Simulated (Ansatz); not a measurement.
Cartesian coordinates in Å:
```
Cl 0.5555 1.5708 -2.0215
C 0.1529 0.4127 -0.7720
C -0.2333 -0.8460 -1.0248
In -0.4082 -1.2028 1.0755
C 0.2461 0.8569 0.6579
H -0.3315 -1.2590 -2.0216
H -0.8018 -2.3578 2.2552
H 1.2555 1.1503 0.9524
H -0.4354 1.6749 0.8989
```

The species carries charge 0 and has multiplicity 1. In: def2 effective core potential.

Problem. List the PBE0/def2-TZVPP orbital energies in eV (Ansatz). (An estimate is asked.)

Solution. Ansatz gave: Occupied: -2767.23, -280.04, -278.13, -278.04, -259.05, -197.38, -197.18, -197.16, -128.36, -84.86, -84.56, -84.52, -24.27, -22.08, -21.39, -21.31, -21.31, -21.27, -20.59, -18.51, -14.39, -13.30, -11.98, -11.38, -11.01, -9.59, -8.80, -8.06, -7.18, -6.92. Lowest empty: -1.72, -0.41, 0.06, 0.42, 1.22, 1.62, 1.95, 2.00.
